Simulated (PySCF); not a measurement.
# One molecule, several mistakes: GeH3NOSi

Calculated results; nothing here was measured. They come from PySCF 2.14.0, an open-source quantum chemistry program, on an isolated molecule that a program drew, which may never have been made. The molecule is GeH3NOSi (charge 0, singlet), drawn as the SMILES string `[NH]=[GeH][Si]O`.

Each row is a Hartree-Fock (HF) and frozen-core CCSD(T) single point in the cc-pV(D+d)Z basis, meant for a local HF minimum. Run 1 is clean. Each other run has one planted mistake out of seven kinds, and not every kind appears here: one electron removed, one electron added, multiplicity raised by two, geometry at a saddle point, minimal basis STO-3G, one bond length entered in bohr, all coordinates scaled. The reference is restricted for singlets and unrestricted otherwise, and also for a bond in bohr. Adding or removing an electron swaps singlet and doublet. Electrons count all cores. HOMO and LUMO are orbital energies over both spins, the gradient is its largest component, and the lowest frequency (negative if imaginary) is given only where the gradient is small. Bond lengths are over the 6 bonds as drawn. T1 is the CCSD diagnostic: over 0.02 (restricted) or 0.045 (unrestricted) a single reference is doubtful. Germanium has the cc-pVDZ-PP basis, with a core potential (ECP10MDF) in place of its 10 inner electrons, and its 3s, 3p and 3d shells are frozen in CCSD(T).

Geometry of the clean run:
```xyz
7
GeH3NOSi, angstrom
N    -0.0787    0.7361    1.3839
Ge    0.7249   -0.5340    0.5992
Si   -0.7267   -2.0063   -0.7398
O     0.4915   -3.0056   -1.2518
H     0.5214    1.3376    1.9323
H     2.2498   -0.7511    0.7149
H     0.2472   -3.7233   -1.8211
```

| run | electrons | basis functions | <S^2> | HOMO (eV) | LUMO (eV) | gradient (hartree/bohr) | lowest frequency (cm^-1) | mean bond (Å) | longest bond (Å) | T1 | HF (hartree) | CCSD(T) (hartree) | mistake |
|---|---|---|---|---|---|---|---|---|---|---|---|---|---|
| 1 | 64 | 89 | 0.000 | -8.70 | 0.28 | 3.1e-06 | 33 | 1.5532 | 2.463 | 0.0211 | -713.31395 | -713.90235 | no fault |
| 2 | 64 | 89 | 0.000 | -8.81 | 0.14 | 2.7e-02 | - | 1.5983 | 2.535 | 0.0229 | -713.30805 | -713.90478 | all coordinates scaled |
| 3 | 64 | 89 | 1.433 | -8.05 | 0.38 | 4.7e-02 | - | 1.7989 | 3.131 | 0.0532 | -713.21171 | -713.73986 | one bond length entered in bohr |
| 4 | 65 | 89 | 0.996 | -1.07 | 7.18 | 4.7e-02 | - | 1.5532 | 2.463 | 0.0406 | -713.33296 | -713.91607 | one electron added |
| 5 | 64 | 89 | 2.399 | -7.56 | -0.29 | 3.2e-02 | - | 1.5532 | 2.463 | 0.0560 | -713.28227 | -713.84019 | ? |
| 6 | 63 | 89 | 1.474 | -13.65 | -6.42 | 4.6e-02 | - | 1.5532 | 2.463 | 0.0667 | -713.05171 | -713.59838 | ? |

**Which mistake was planted in run 5, and what did it cost?**

Electrons, basis and geometry are unchanged, and <S^2> is 2.399, beside S(S+1) = 2.00 for a multiplicity of 3. So the mistake is: multiplicity raised by two. Subtracting run 1 and multiplying by 627.51 kcal/mol a hartree, the energy moved by 19.9 kcal/mol in HF and 39.0 kcal/mol in CCSD(T).

**Which mistake was planted in run 6, and what did it cost?**

It counts 63 electrons, one fewer than the clean run, at the same geometry and basis. So the mistake is: one electron removed. Subtracting run 1 and multiplying by 627.51 kcal/mol a hartree, the energy moved by 164.6 kcal/mol in HF and 190.7 kcal/mol in CCSD(T).

Cautions from the logs. Run 1: T1 is over the limit, so its CCSD(T) energy is less reliable; run 2: T1 is over the limit, so its CCSD(T) energy is less reliable; run 3: T1 is over the limit, so its CCSD(T) energy is less reliable; run 5: T1 is over the limit, so its CCSD(T) energy is less reliable; run 6: T1 is over the limit, so its CCSD(T) energy is less reliable.
